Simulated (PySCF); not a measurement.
Ranking problems on computed properties.

Species are written as SMILES; each is one conformer at its optimised geometry, gas phase, non-relativistic unless stated; the electronic structure was computed with PySCF and density fitting.

The conformers computed, where there is a choice (atom-mapped SMILES and torsion angles):
- `[CH2:1]=[CH:2][C@@H:3]([F:4])[C@@H:5]1[O:6][C@@H:7]1[F:8]`: C1–C2–C3–F4 -5°, C2–C3–C5–O6 138°
- `[CH3:1][C:2](=[O:3])[C@@H:4]1[CH2:5][NH:6][SiH2:7]1`: C1–C2–C4–C5 -166°
- `[CH3:1][CH2:2][c:3]1[s:4][n:5][cH:6][c:7]1[F:8]`: C1–C2–C3–S4 56°
- `[CH3:1][CH2:2][CH2:3][C:4]([CH3:5])([CH3:6])[NH3+:7]`: C1–C2–C3–C4 178°, C2–C3–C4–C5 53°
- `[CH2:1]=[C:2]([CH3:3])[SiH2:4][NH:5][CH:6]=[O:7]`: C1–C2–Si4–N5 13°, C2–Si4–N5–C6 -178°, Si4–N5–C6–O7 0°
- `[CH2:1]=[CH:2][CH2:3][NH:4][SiH2:5][CH:6]=[O:7]`: C1–C2–C3–N4 -2°, C2–C3–N4–Si5 88°, C3–N4–Si5–C6 178°, N4–Si5–C6–O7 174°
- `[SiH3:1][O:2][SiH2:3][CH:4]1[CH2:5][CH2:6]1`: O2–Si3–C4–C5 35°

(1) Rank by lowest singlet excitation, highest first (TDDFT PBE0/def2-SVPD at GFN2-xTB geometries).
A. `CCc1sncc1F`
B. `C(=C)[C@@H](F)[C@H]1[C@H](O1)F`
C. `CCCC(C)(C)[NH3+]`
D. `CC(=O)[C@@H]1CN[SiH2]1`

(2) Rank by HOMO energy, lowest first (PBE0/def2-SVPD at GFN2-xTB geometries).
A. `CCCC(C)(C)[NH3+]`
B. `CCc1sncc1F`
C. `N1C[C@@H](C(C)=O)[SiH2]1`
D. `[C@@H]1([C@@H](F)O1)[C@H](F)C=C`

(3) Give the two extremes of that set in hartree.

(4) Rank by smallest rotational constant, lowest first (GFN2-xTB).
A. `[SiH3]O[SiH2]C1CC1`
B. `C=C(C)[SiH2]NC=O`
C. `CCc1sncc1F`
D. `C=CCN[SiH2]C=O`
E. `CC(=O)[C@@H]1CN[SiH2]1`

(5) Give the two extremes of that set in cm⁻¹.

(6) Rank by lowest triplet excitation (Tamm–Dancoff), lowest first (TDA PBE0/def2-SVPD at GFN2-xTB geometries).
A. `CC(=O)[C@@H]1CN[SiH2]1`
B. `C=C[C@@H](F)[C@@H]1O[C@@H]1F`
C. `CCCC(C)(C)[NH3+]`
D. `CCc1sncc1F`

(7) Give the two extremes of that set in kJ/mol.

(8) Rank by electronic spatial extent ⟨r²⟩ about the centre of nuclear charge, highest first (PBE0/def2-SVPD at GFN2-xTB geometries).
A. `CCc1sncc1F`
B. `CCCC(C)(C)[NH3+]`
C. `CC(=O)[C@@H]1CN[SiH2]1`
D. `C=C[C@@H](F)[C@@H]1O[C@@H]1F`

Results:

(1) C (7.77 eV), B (7.39 eV), A (5.55 eV), D (4.56 eV).

(2) A (-13.20 eV), D (-8.03 eV), B (-7.46 eV), C (-6.84 eV).

(3) `CCCC(C)(C)[NH3+]`: -0.485 Eh; `CC(=O)[C@@H]1CN[SiH2]1`: -0.251 Eh.

(4) D (0.886 GHz), B (0.960 GHz), C (1.053 GHz), A (1.160 GHz), E (1.385 GHz).

(5) `C=CCN[SiH2]C=O`: 0.0295 cm⁻¹; `CC(=O)[C@@H]1CN[SiH2]1`: 0.0462 cm⁻¹.

(6) D (3.90 eV), A (4.01 eV), B (4.48 eV), C (7.71 eV).

(7) `CCc1sncc1F`: 376 kJ/mol; `CCCC(C)(C)[NH3+]`: 744 kJ/mol.

(8) A (1087 bohr²), B (1029 bohr²), D (997 bohr²), C (946 bohr²).
